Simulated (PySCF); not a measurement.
# How methods differ on the ionisation energy of Ge¹²⁺

Ge¹²⁺ [Ar] 3d2 (3F) → Ge¹³⁺ [Ar] 3d1 (2D), as a difference of total energies. Computed with PySCF 2.14 in an uncontracted even-tempered set (17 s from 0.81 bohr⁻², ratio 2.5; 11 p from 1.1 bohr⁻², ratio 2.5; 8 d from 1.1 bohr⁻², ratio 2.5; 4 f from 3.7 bohr⁻², ratio 2.7; 4 g from 5.6 bohr⁻², ratio 2.7), with the non-relativistic Hamiltonian (point nucleus). Correlated levels: outer shells: [Ne] frozen; virtual orbitals above 40 to 60 times the deepest correlated orbital energy dropped. The calculations carry no spin-orbit coupling.

| method | ionisation energy (eV) |
| --- | --- |
| UHF | 367.95 |
| LDA | 368.63 |
| PBE | 368.63 |
| PBE0 | 368.79 |
| r2SCAN | 369.33 |
| r2SCANh | 369.33 |
| PW91 | 368.92 |
| MP2 (outer shells) | 368.23 |
| SCS-MP2 (outer shells) | 368.16 |

Task: How much does correlation contribute at MP2 (outer shells)?

Result: 368.23 − (367.95) = 0.28 eV, measured against UHF.

A first-order spin-orbit estimate (lowest level to lowest level, LS coupling) adds 0.147 eV.

These non-relativistic numbers lack the scalar-relativistic shift.

For comparison: 367 ± 3 eV (theoretical estimate listed by NIST; NIST Atomic Spectra Database, ionization energies).
